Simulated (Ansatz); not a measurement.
Frontier orbitals of H$_{5}$InSeSi, SMILES `[SiH3][InH][SeH]`.

```xyz
8

Si   -0.960    1.050   -0.917
In    0.306   -0.278    0.873
Se    1.779   -2.107   -0.027
H    -0.628    0.560   -2.280
H    -0.611    2.494   -0.833
H    -2.429    0.920   -0.711
H     0.312   -0.122    2.586
H     2.231   -2.516    1.309
```

The species carries charge 0 and has multiplicity 1. Correlated methods include outer-core shells of In, Se, which these sets cover unevenly. Scalar relativity is left out up to krypton. In takes the def2 core potential. Geometry: relaxed with PBE0-D4/def2-TZVP. It is one conformer, not always the lowest. Basis def2-TZVPP, the Gaussian-basis code of Ansatz.

```json
{"functional": "HF", "HOMO (eV)": "-9.44", "LUMO (eV)": "0.54"}
```

Give HOMO and LUMO (eV) with LDA (SPW92), PBE, revPBE, BLYP, r2SCAN, B97M-V, PBE0, B3LYP, r2SCANh, r2SCAN0, HSE06 (plane-wave form), BHLYP, CAM-B3LYP, LC-ωPBE, ωB97X-V, ωB97M-V. (Best estimate.)

Computed: 
```json
{"functional": "LDA (SPW92)", "HOMO": "-6.18", "LUMO": "-2.86"}
{"functional": "PBE", "HOMO": "-6.02", "LUMO": "-2.62"}
{"functional": "revPBE", "HOMO": "-5.95", "LUMO": "-2.51"}
{"functional": "BLYP", "HOMO": "-5.85", "LUMO": "-2.54"}
{"functional": "r2SCAN", "HOMO": "-6.26", "LUMO": "-2.46"}
{"functional": "B97M-V", "HOMO": "-6.33", "LUMO": "-2.67"}
{"functional": "PBE0", "HOMO": "-7.06", "LUMO": "-1.95"}
{"functional": "B3LYP", "HOMO": "-6.84", "LUMO": "-2.17"}
{"functional": "r2SCANh", "HOMO": "-6.65", "LUMO": "-2.22"}
{"functional": "r2SCAN0", "HOMO": "-7.23", "LUMO": "-1.86"}
{"functional": "HSE06 (plane-wave form)", "HOMO": "-6.67", "LUMO": "-2.31"}
{"functional": "BHLYP", "HOMO": "-7.97", "LUMO": "-1.27"}
{"functional": "CAM-B3LYP", "HOMO": "-8.29", "LUMO": "-1.10"}
{"functional": "LC-ωPBE", "HOMO": "-9.62", "LUMO": "-0.06"}
{"functional": "ωB97X-V", "HOMO": "-9.29", "LUMO": "-0.18"}
{"functional": "ωB97M-V", "HOMO": "-9.17", "LUMO": "-0.40"}
```

B3LYP here is the variant with VWN-RPA as its local correlation; programs differ in this. LC-ωPBE has ω = 0.4 bohr⁻¹.
